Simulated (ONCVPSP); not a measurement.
# Plane-wave convergence, ONCV potential for platinum

ONCVPSP 4.0.1 input, shortened (lines: element, Z, core and valence counts, functional; n l f; lmax; l rc ep ncon nbas qcut; lloc lpopt rc5 dvloc0; l nproj debl; icmod fcfact rcfact), PBE, scalar-relativistic:

```
  Pt 78.00   10    3        4      upf
    1    0    2.00
    2    0    2.00
    2    1    6.00
    3    0    2.00
    3    1    6.00
    3    2   10.00
    4    0    2.00
    4    1    6.00
    4    2   10.00
    4    3   14.00
    5    0    2.00
    5    1    6.00
    5    2    8.00
    2
    0    1.30    0.00    4    7    8.90
    1    1.90    0.00    4    7    7.40
    2    1.40    0.00    4    7    7.20
    4    5    1.10    3.00
    0    2    3.50
    1    2    2.90
    2    2    0.60
    0    0.00    0.00
```

In the s channel the program set the typed energies aside and used -4.512, 0.250 Ha. In the p channel the program set the typed energies aside and used -2.824, 0.050 Ha. In the d channel the program set the typed energies aside and used -0.951, 0.250 Ha.

Task: For each optimised wave give the share of its norm inside rc, the residual kinetic energy above qcut (Ha) and the cutoffs (Ha) for errors of 10, 1, 0.1 and 0.01 mHa per electron.

Result:

```tsv
wave	norm inside rc	residual KE	10 mHa	1 mHa	0.1 mHa	0.01 mHa
5s	0.871	3.4e-05	26.8	32.6	37.7	67.5
s projector 2	0.028	1.9e-05	22.1	29.9	35.9	45.9
5p	0.968	4.5e-08	12.2	15.5	18.5	21.2
p projector 2	0.067	1.1e-06	9.0	12.2	14.8	21.0
5d	0.464	4.4e-05	14.9	18.8	22.9	74.7
d projector 2	0.098	1.2e-05	13.4	17.9	21.5	31.4
```

The occupied waves need 33 Ha and 38 Ha for 1 and 0.1 mHa.
